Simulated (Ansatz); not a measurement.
Ideal-gas functions of `N#C[Si](C#N)(C#N)C#N` at 400 K and 1 bar, from an Ansatz frequency run at PBE0-D4/def2-TZVP.

Molar mass 132.16 g/mol, point group Td (symmetry number 12), electronic degeneracy 1, moments of inertia 436.228, 436.359, 436.932 u Å². Harmonic wavenumbers (cm⁻¹, unscaled): 81, 81, 107, 107, 107, 255, 255, 256, 390, 390, 406, 406, 406, 490, 705, 705, 705, 2348, 2348, 2348, 2350.

Use S(trans) = R[1.5 ln M + 2.5 ln T − 1.1517]; rotational temperatures θ = 24.2544 K / I; S(rot) = R[ln(√π/σ · √(T³/θAθBθC)) + 1.5]; for each mode x = 1.438777 ν̃/T, S = R[x/(eˣ − 1) − ln(1 − e⁻ˣ)] and H = RT x/(eˣ − 1); 1 cm⁻¹ = 0.0119627 kJ/mol; R = 8.31446 J/(mol·K).

Question: By hand: the entropy, in J/(mol·K).

Answer: Translation 175.9. Rotation: θ = 0.0556, 0.0556, 0.0555 K, giving 107.3. Vibration, mode by mode: 18.60, 18.60, 16.30, 16.30, 16.30, 9.32, 9.32, 9.29, 6.15, 6.15, 5.87, 5.87, 5.87, 4.60, 2.50, 2.50, 2.50, 0.02, 0.02, 0.02, 0.02, in all 156.1. Electronic 0.0. Sum 439.3 J/(mol·K).

Question: By hand: H − E and G − E in kJ/mol, counted from the electronic energy.

Answer: Zero-point energy ½ × 15246 × 0.0119627 = 91.2; thermal vibration 30.9; translation, rotation and pV give 4 RT = 13.3. H − E = 135.4 kJ/mol, and G − E = 135.4 − 400 × 439.3/1000 = -40.3 kJ/mol.

Vibration gives 36 % of the entropy, 86.1 J/(mol·K) of it from the modes under 150 cm⁻¹: soft modes count most, and the harmonic formula is weakest for them.
